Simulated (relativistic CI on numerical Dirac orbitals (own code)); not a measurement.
# Slater and spin-orbit integrals, Pm XXXII

Calculated at this level of theory: Dirac-Coulomb-Breit CI, KLI orbitals optimised for each configuration, model QED (radiative potential, 1s self-energy scaled to tabulated hydrogen-like ionisation energies), unscaled Slater integrals (own radial code, finite nucleus).

Slater integrals F^k, G^k are unscaled and averaged over j, outside the closed core [Ar] 3d10; ζ comes from projecting the Hamiltonian with its Breit term on Σ l·s of the shell.

- 4s 4p: G^1(4s,4p) = 251030, ζ(4p) = 189310 cm⁻¹; <r>(4s) = 0.5228, <r^2>(4s) = 0.3069, <r>(4p) = 0.534, <r^2>(4p) = 0.3223 (bohr units).
- 4p2: F^2(4p,4p) = 191780, ζ(4p) = 189160 cm⁻¹; <r>(4p) = 0.5344, <r^2>(4p) = 0.3227 (bohr units).
- 4s 4d: G^2(4s,4d) = 184650, ζ(4d) = 23243 cm⁻¹; <r>(4s) = 0.523, <r^2>(4s) = 0.3072, <r>(4d) = 0.5354, <r^2>(4d) = 0.3274 (bohr units).

Averages of the first 10 configurations, taken without configuration mixing, which lowers the lowest level and can move excited configurations by several eV; other configurations of the list can lie among them:

```tsv
Configuration	Parity	States	Average energy above the lowest level (eV)
4s2	even	1	1.9
4s 4p	odd	12	87.9
4p2	even	15	182.5
4s 4d	even	20	215.5
4d2	even	45	432.6
4s 4f	odd	28	337.8
4p 4d	odd	60	306.3
4f2	even	91	675.8
4p 4f	even	84	428.9
4d 4f	odd	140	553.2
```
